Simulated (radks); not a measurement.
The numbers below are computed, except where a source is named.
All-electron atom: V II in [Ar] 3d4 (the NIST ground configuration).

Code: a radial shooting solver on a logarithmic mesh with Libxc functionals. Model: Dirac Kohn-Sham, PBE, spin-unpolarised, spherical densities, finite nucleus; open shells fill j = l - 1/2 first; Fermi nuclear charge, rms radius 3.6002 fm.

Energy parts (hartree):
part                       energy
total                  -948.75514
kinetic                 958.93611
electron-nucleus      -2257.24046
Hartree                 394.72346
exchange-correlation    -45.17425

Orbitals (lengths in bohr, moments of r in powers of bohr):
\begin{tabular}{lrrrrr}
orbital & occ. & eigenvalue (hartree) & <r^2> & <r^4> & <1/r> \\ \hline
1s1/2 & 2 & -197.2239 & 0.005936 & 0.00009068 & 22.84 \\
2s1/2 & 2 & -22.22195 & 0.1122 & 0.02215 & 4.814 \\
2p1/2 & 2 & -18.74350 & 0.09136 & 0.01719 & 4.750 \\
2p3/2 & 4 & -18.48240 & 0.09309 & 0.01778 & 4.684 \\
3s1/2 & 2 & -2.68738 & 1.055 & 1.823 & 1.476 \\
3p1/2 & 2 & -1.75203 & 1.239 & 2.740 & 1.345 \\
3p3/2 & 4 & -1.72224 & 1.261 & 2.837 & 1.331 \\
3d3/2 & 4 & -0.33050 & 3.275 & 30.86 & 0.9073 \\
3d5/2 & 0 & -0.32837 & 3.306 & 31.46 & 0.9035 \\
\end{tabular}

The highest occupied level is 3d3/2 at -8.993 eV. For comparison, the ionisation energy in NIST's Atomic Spectra Database is 14.63 eV (measured). In exact Kohn-Sham theory the highest level is minus the ionisation energy, but local and semilocal functionals leave it too shallow, through self-interaction and a potential that decays too fast; potentials with the right tail come closer. Summed over all electrons, <r^2> = 23.53 bohr^2, which gives a Langevin (diamagnetic) susceptibility term of -18.6 x 10^-6 cm^3/mol. The density falls to 0.001 e/bohr^3 at r = 3.69 bohr.

Beside tabulated values, note that spin-unpolarised runs miss the spin-polarisation part of the exchange energy of open shells.
